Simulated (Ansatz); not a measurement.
The same molecule with X = B, Al, Ga, In. Ansatz, PBE0-D4/def2-TZVP geometries, multiplicity 1. Each molecule was computed in one conformer, which needn't be the lowest.

Elements past krypton have def2 core potentials. Scalar relativity is left out up to krypton.

| X | molecule | mean X–F bond length / Å | mean X–N bond length / Å | HOMO energy (PBE/def2-TZVPP) / eV | HOMO energy (ωB97M-V/def2-TZVPP) / eV | LUMO energy (PBE0/def2-TZVPP) / eV |
| --- | --- | --- | --- | --- | --- | --- |
| Al | `C[NH][Al]([F])[F]` | 1.641 | 1.747 | -5.89 | -9.61 | -0.60 |
| Ga | `C[NH][Ga]([F])[F]` | 1.741 | 1.786 | -6.09 | -9.81 | -1.05 |
| In | `C[NH][In]([F])[F]` | 1.937 | 1.990 | -6.09 | -9.75 | -2.18 |

Q: Give the row for X = B, `CNB(F)F`. (An estimate is asked.)

A: The calculation gave: 
```tsv
X	molecule	mean X–F bond length / Å	mean X–N bond length / Å	HOMO energy (PBE/def2-TZVPP) / eV	HOMO energy (ωB97M-V/def2-TZVPP) / eV	LUMO energy (PBE0/def2-TZVPP) / eV
B	`CNB(F)F`	1.332	1.391	-6.40	-10.18	0.77
```

From B to In the mean X–F bond length rises at each step, by 0.605 Å in all; the mean X–N bond length rises at each step, by 0.599 Å in all; the HOMO energy (PBE/def2-TZVPP) isn't monotonic: highest at Al, lowest at B; the HOMO energy (ωB97M-V/def2-TZVPP) isn't monotonic: highest at Al, lowest at B; the LUMO energy (PBE0/def2-TZVPP) falls at each step, by 2.95 eV in all. Bonds lengthen as the atom grows down the group.
